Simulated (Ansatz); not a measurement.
Steps of a relaxation of CH₄O₃Si (`O[Si]1(O)CO1`) with RKS PBE0-D4/def2-TZVP.

```sh
$ ansatz run in.yaml --threads 2 --pin off --events-out ev --progress --plain --max-ram 4352MiB
```

```yaml
crystal:
  periodic: [false, false, false]
  atoms:
    - {symbol: O, position_ang: [-0.880538, 0.309787, -1.772898]}
    - {symbol: Si, position_ang: [0.137483, 0.108700, -0.483241]}
    - {symbol: O, position_ang: [1.619479, -0.079715, -1.195524]}
    - {symbol: C, position_ang: [-0.327544, -0.417028, 1.196535]}
    - {symbol: O, position_ang: [-0.046868, 1.056003, 0.890014]}
    - {symbol: H, position_ang: [-1.784123, 0.574037, -1.527845]}
    - {symbol: H, position_ang: [2.356653, -0.166885, -0.566907]}
    - {symbol: H, position_ang: [0.389983, -0.840666, 1.928764]}
    - {symbol: H, position_ang: [-1.376024, -0.590535, 1.514102]}
basis:
  gaussian: {orbitals: def2-TZVP}
hamiltonian: {xc: pbe0, dispersion: d4}
relax: {f_tol: 0.005, max_steps: 150}
```

Positions (Å) and forces (eV/Å) along the path, 7 of 7 steps:

```xyz
9
step=1 energy=-15115.5898 eV
O    -0.881    0.310   -1.773    0.075    0.032    1.089
Si    0.137    0.109   -0.483    0.034    0.518    0.142
O     1.619   -0.080   -1.196   -0.520    0.056    0.953
C    -0.328   -0.417    1.197   -0.005   -0.014   -0.026
O    -0.047    1.056    0.890    0.076   -0.956   -0.896
H    -1.784    0.574   -1.528    0.603   -0.173   -0.171
H     2.357   -0.167   -0.567   -0.486    0.068   -0.427
H     0.390   -0.841    1.929   -0.378    0.303   -0.451
H    -1.376   -0.591    1.514    0.601    0.166   -0.213
9
step=2 energy=-15115.6659 eV
O    -0.874    0.306   -1.755    0.199   -0.034    0.634
Si    0.137    0.108   -0.479    0.041    0.383    0.023
O     1.606   -0.080   -1.182   -0.450    0.040    0.487
C    -0.326   -0.421    1.184    0.015    0.043   -0.077
O    -0.045    1.045    0.880    0.074   -0.525   -0.612
H    -1.768    0.569   -1.512    0.141   -0.042   -0.095
H     2.336   -0.163   -0.560   -0.089    0.019   -0.150
H     0.386   -0.831    1.908   -0.107    0.079   -0.139
H    -1.362   -0.580    1.499    0.177    0.037   -0.072
9
step=3 energy=-15115.6936 eV
O    -0.868    0.302   -1.732   -0.080    0.017    0.065
Si    0.137    0.113   -0.475    0.017   -0.007   -0.099
O     1.589   -0.083   -1.165    0.046   -0.017    0.099
C    -0.324   -0.420    1.172   -0.005   -0.086   -0.028
O    -0.039    1.038    0.858   -0.001    0.057    0.056
H    -1.760    0.565   -1.497   -0.012   -0.001   -0.078
H     2.322   -0.159   -0.550    0.044    0.001   -0.066
H     0.387   -0.827    1.889    0.003    0.016    0.027
H    -1.355   -0.575    1.483   -0.012    0.020    0.025
9
step=4 energy=-15115.6945 eV
O    -0.878    0.297   -1.722    0.114   -0.003   -0.064
Si    0.136    0.114   -0.474   -0.019   -0.052    0.044
O     1.591   -0.097   -1.151   -0.092    0.037   -0.128
C    -0.325   -0.429    1.168   -0.025   -0.006    0.095
O    -0.039    1.032    0.866    0.037    0.113   -0.055
H    -1.771    0.576   -1.517   -0.046    0.011    0.025
H     2.343   -0.146   -0.563    0.055   -0.003    0.064
H     0.386   -0.825    1.890   -0.014   -0.050    0.006
H    -1.356   -0.569    1.486   -0.009   -0.049    0.012
9
step=5 energy=-15115.6964 eV
O    -0.873    0.298   -1.726    0.016    0.002    0.001
Si    0.136    0.111   -0.473   -0.008    0.001    0.019
O     1.589   -0.091   -1.158   -0.010    0.003   -0.002
C    -0.326   -0.426    1.173   -0.007   -0.017    0.004
O    -0.037    1.035    0.863    0.009    0.013   -0.002
H    -1.767    0.574   -1.516    0.002   -0.006   -0.009
H     2.339   -0.147   -0.564   -0.004    0.001   -0.011
H     0.383   -0.830    1.894    0.001    0.002    0.000
H    -1.357   -0.572    1.491    0.000    0.002   -0.001
9
step=6 energy=-15115.6967 eV
O    -0.867    0.308   -1.725    0.004   -0.001    0.003
Si    0.136    0.115   -0.469    0.003   -0.005   -0.018
O     1.586   -0.092   -1.160   -0.004    0.000    0.001
C    -0.329   -0.426    1.175   -0.002    0.000    0.009
O    -0.027    1.035    0.870    0.001    0.003    0.004
H    -1.770    0.556   -1.522   -0.005    0.001    0.002
H     2.342   -0.142   -0.573    0.004    0.002    0.004
H     0.377   -0.838    1.894   -0.001   -0.001   -0.003
H    -1.361   -0.563    1.493    0.000    0.001   -0.002
9
step=7 energy=-15115.6967 eV
O    -0.867    0.308   -1.725    0.000    0.000    0.000
Si    0.137    0.113   -0.470   -0.001   -0.002    0.001
O     1.586   -0.095   -1.160    0.000    0.000    0.000
C    -0.330   -0.425    1.175    0.001    0.000   -0.004
O    -0.022    1.034    0.870    0.001    0.001    0.001
H    -1.771    0.554   -1.521    0.000    0.000    0.000
H     2.342   -0.135   -0.572    0.000    0.001    0.000
H     0.375   -0.841    1.893    0.000    0.000    0.001
H    -1.362   -0.559    1.493   -0.001    0.000    0.001
```

Run time 37 s (2 threads of an Arm Neoverse V1 on a shared host); peak host memory 0.41 GiB.
